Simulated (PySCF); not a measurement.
Species: (FAlNH)3 ring, Al3F3H3N3.
Structure used (PBE0-D3(BJ)/def2-SVP), in Å, numbered top down from 1:
```
atom  x, y, z in Å
Al1   -0.2620   -1.6453   -0.7069
F2    -0.5112   -3.1614   -1.3432
N3     1.3748   -0.9743   -0.5162
Al4    1.6900    0.6269    0.1931
F5     3.2373    1.1988    0.4104
N6     0.2722    1.5882    0.6737
Al7   -1.4000    1.0005    0.5184
F8    -2.6949    1.9224    1.0081
N9    -1.6186   -0.6219   -0.1789
H10    2.1662   -1.5435   -0.8064
H11    0.4263    2.5095    1.0763
H12   -2.5646   -0.9826   -0.2774
```

Computed at PBE0/pcSseg-1 (pcSseg-2 on Al) (PySCF, non-relativistic), with Q(27Al) = 0.1466 b, Q(14N) = 0.02044 b: Al1, 27Al (I = 5/2): χzz = 33.93 MHz, η = 0.330; N3, 14N (I = 1): χzz = 2.353 MHz, η = 0.681.

Where would the pure quadrupole (NQR) lines of 27Al at Al1 fall for the rigid, isolated species?

From the eigenvalues of H = χ/[4I(2I − 1)] × [3Iz² − I(I + 1) + η(Ix² − Iy²)], steps between neighbouring levels, labelled as for η = 0: ±1/2↔±3/2 5.659 MHz, ±3/2↔±5/2 9.970 MHz (aluminium bonded to F and 2 N).

Find the zero-field quadrupole resonance frequencies of 14N at N3.

From ν± = (3/4)|χ|(1 ± η/3) and ν0 = |χ|η/2: ν+ 2.165 MHz, ν− 1.364 MHz, ν0 0.801 MHz (nitrogen bonded to 2 Al and H).

In a crystal, neighbours and librations shift these lines. The small basis limits the accuracy of the gradients.

One conformer stands for the species.
